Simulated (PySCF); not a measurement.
C₃H₆OSe, SMILES CC[Se]C=O.

Geometry: PBE0-D3(BJ)/def2-SVP. The structure was generated by enumeration, and PubChem lists no compound with its InChIKey, so it may never have been made. Other conformers were not sampled.

Two levels are set side by side: PBE/def2-TZVP (PySCF) and HF/def2-TZVP (PySCF). Same geometry, gas phase. Differences are taken from unrounded values.

```
quantity                        HF
---------------------------  -----
orbital gap (eV)             12.67
highest occupied level (eV)  -9.59
lowest empty level (eV)       3.08
dipole moment (D)             4.21
mean polarisability (bohr³)   63.5
```

Task: What does PBE give, and how far is it from HF? (An estimate is asked for; the answer gives what the named calculation found.)

Result: 
| quantity | PBE | PBE minus HF |
|---|---|---|
| orbital gap (eV) | 4.04 | -8.63 |
| highest occupied level (eV) | -6.00 | 3.59 |
| lowest empty level (eV) | -1.96 | -5.04 |
| dipole moment (D) | 3.58 | -0.63 |
| mean polarisability (bohr³) | 69.8 | 6.3 |

PBE's occupied levels lie high since its potential decays too fast outside the molecule; exact exchange lowers them and widens the gap. PBE's more diffuse valence density responds more strongly to a field. Differences between two approximate levels are no errors against the true value.

Rough cost on one machine, each run with all the roots and properties that it gave: HF against PBE about 1/3.
